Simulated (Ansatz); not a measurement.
Frontier orbitals of CH2BNO.

```xyz
6

B     0.816   -0.135    0.319
N    -0.121    1.001    0.495
C    -0.742    0.254   -0.335
O     0.138   -0.726   -0.793
H     1.698   -0.606    0.959
H    -1.788    0.212   -0.645
```

Total charge 0; spin multiplicity 1. The bonds changed during the relaxation, so this is another structure than the one it started from. The structure was optimised at the PBE0-D4/def2-TZVP level. Basis def2-TZVPP, Ansatz 0.2.0.

```
functional  HOMO (eV)  LUMO (eV)  gap (eV)
       PBE      -6.67      -2.98      3.69
    revPBE      -6.60      -2.86      3.74
    r2SCAN      -6.95      -2.64      4.31
      PBE0      -8.16      -1.86      6.30
   r2SCANh      -7.52      -2.24      5.28
   ωB97M-V     -10.53       0.29     10.82
        HF     -11.57       2.05     13.62
```

Problem. What is the vertical ionisation energy at frozen-core CCSD(T)/CBS(def2)? (Estimate.)

Solution. Ansatz gave: 10.97 eV (T1 of the cation 0.039).

A quarter of exact exchange (PBE0) shifts PBE's HOMO by −1.49 eV and its LUMO by +1.12 eV; full exchange at long range (ωB97M-V) shifts them by −3.86 and +3.27 eV. The gap opens from 3.69 to 10.82 eV, since occupied levels lose self-interaction and empty ones feel all the electrons. A positive LUMO is unbound and depends on the basis. −ε(HOMO) differs from that ionisation energy by −4.30 eV with PBE and −0.44 eV with ωB97M-V.
